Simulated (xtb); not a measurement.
xtb input:

```bash
xtb mol.xyz --gfn 2 --sp --chrg 0 --uhf 0
```
mol.xyz:
```
4

In    -0.00000000     0.00000000     0.00000000
Cl     2.24396172    -0.29680589    -0.48321170
Cl    -0.92399026    -1.00456294     1.86923695
Cl    -1.31997146     1.30136883    -1.38602526
```

Which total energy does the run end on?

-15.02037 Eh (GFN2-xTB).
